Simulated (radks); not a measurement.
Results of a calculation; reference values are marked as such.
Ionisation of Co3+, [Ar] 3d6, to Co4+, [Ar] 3d5, under several functionals. Scalar-relativistic Kohn-Sham, spin-polarised, spherical densities, finite nucleus; open shells are filled with parallel spins first; a radial shooting solver on a logarithmic mesh with Libxc functionals.

[
 {"functional": "B86b exchange with PBE correlation", "E(Co3+) (hartree)": "-1391.35022", "Exc (hartree)": "-58.80312", "IE (eV)": "52.031", "-e(HOMO) (eV)": "42.443", "<r> HOMO (bohr)": "0.9590", "IE error (eV)": "+0.761"},
 {"functional": "PBEsol", "E(Co3+) (hartree)": "-1389.79977", "Exc (hartree)": "-57.22467", "IE (eV)": "51.944", "-e(HOMO) (eV)": "42.364", "<r> HOMO (bohr)": "0.9575", "IE error (eV)": "+0.674"},
 {"functional": "AM05", "E(Co3+) (hartree)": "-1388.83227", "Exc (hartree)": "-56.24267", "IE (eV)": "51.970", "-e(HOMO) (eV)": "42.386", "<r> HOMO (bohr)": "0.9576", "IE error (eV)": "+0.700"},
 {"functional": "exchange-only PBE", "E(Co3+) (hartree)": "-1389.94306", "Exc (hartree)": "-57.35932", "IE (eV)": "50.473", "-e(HOMO) (eV)": "40.994", "<r> HOMO (bohr)": "0.9700", "IE error (eV)": "-0.797"},
 {"functional": "LDA (Slater exchange, Perdew-Zunger correlation)", "E(Co3+) (hartree)": "-1388.62194", "Exc (hartree)": "-56.02068", "IE (eV)": "52.536", "-e(HOMO) (eV)": "42.920", "<r> HOMO (bohr)": "0.9582", "IE error (eV)": "+1.266"},
 {"functional": "Wu-Cohen GGA", "E(Co3+) (hartree)": "-1390.61850", "Exc (hartree)": "-58.06129", "IE (eV)": "52.037", "-e(HOMO) (eV)": "42.436", "<r> HOMO (bohr)": "0.9560", "IE error (eV)": "+0.767"},
 {"functional": "PBE", "E(Co3+) (hartree)": "-1391.03973", "Exc (hartree)": "-58.48629", "IE (eV)": "51.988", "-e(HOMO) (eV)": "42.404", "<r> HOMO (bohr)": "0.9600", "IE error (eV)": "+0.718"}
]

NIST Atomic Spectra Database: 51.3 eV (semi-empirical). Closest: PBEsol. The Delta-SCF values span 2.06 eV, the total energies 2.73 hartree. The highest occupied level is 3d. Open shells are spherical and high-spin; term and fine-structure splittings are not resolved.
